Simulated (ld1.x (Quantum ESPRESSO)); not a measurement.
**Ni (Z = 28): one change to a TM potential, before and after**

ld1.x (Quantum ESPRESSO) 7.5 input, shortened:

```
&input
   title='Ni', zed=28., rel=1, dft='BLYP', iswitch=3,
   config='[Ar] 3d7 4s0 4p0'
 /
 &inputp
   pseudotype=2, tm=.true., lloc=2,
   nlcc=.true., new_core_ps=.true., rcore=1.10
 /
3
4S  1  0   0.00   0.00  1.80  1.80  0.0
4P  2  1   0.00   0.00  2.15  2.15  0.0
3D  3  2   7.00   0.00  1.45  1.45  0.0
 &test
   configts(1)='3d7 4s0 4p0'
 /
```

Change: wave 3d (bound): rc 1.45 bohr becomes 3d (bound): rc 2.12 bohr.

Cutoffs: the cutoffs (Ry, on a coarse ladder) from which the occupation-weighted sum of valence levels, in a spherical-Bessel basis at the reference potential, stays within 10 and 1 mRy of its value at 400 Ry; they do not see the model core or the augmentation charge, which bear on the density cutoff. Errors are all-electron minus pseudo energies relative to the spin-unpolarised reference configuration.

Task: Predict the effect on cutoff, ghosts and configuration errors.

Result: The potential gets softer (140 Ry and 230 Ry → 70 Ry and 120 Ry); the bound ghosts move from p, s to s; the number of tests that count goes from 6 to 7; of the 6 tests that both files solve, the error grows in 3 and shrinks in 2 by more than 15 % and 0.3 meV (median size 175.4 → 257.6 meV); the range in which the s phases agree widens (upper end 0.5 → 1.8); the range in which the d phases agree narrows (upper end -1.2 → -2.3). A larger radius leaves more room for a smooth pseudo-wave, so fewer plane waves are needed.

| quantity | base | changed |
| --- | --- | --- |
| cutoff, loose | 140 Ry | 70 Ry |
| cutoff, tight | 230 Ry | 120 Ry |
| bound ghosts | s, p | s |
| tests counted (converged, no solver errors) | 6 of 7 | 7 of 7 |
| error for 3d8 4s2 4p0, meV [ΔE -64.37 eV] | -97 | -397 |
| error for 3d8 4s1 4p0, meV [ΔE -55.02 eV] | -170 | -309 |
| error for 3d8 4s0 4p0, meV [ΔE -37.47 eV] | -259 | -187 |
| error for 3d8 4s0 4p1, meV [ΔE -49.31 eV] | -181 | -206 |
| error for 3d6 4s0 4p0, meV [ΔE 57.53 eV] | -389 | +11 |
| error for 3d8 4s1.5 4p0, meV [ΔE -60.66 eV] | -131 | -359 |
| s: phases at 2.34 bohr within 0.05 rad from the reference energy up to (Ry; the scan ends near 5) | 0.5 | 1.8 |
| p: phases at 2.34 bohr within 0.05 rad from the reference energy up to (Ry; the scan ends near 5) | 2.6 | n/a |
| d: phases at 2.34 bohr within 0.05 rad from the reference energy up to (Ry; the scan ends near 5) | -1.2 | -2.3 |

Base: Tests not counted: 3d9 4s1 4p0 (pseudo-atom not self-consistent, printed error -625 eV). A true bound ghost makes a file unfit for plane-wave use even where its test errors are small: the radial tests pick states by their node count and pass the ghost by. Where a test does run into it, the solver fails or the error is huge.
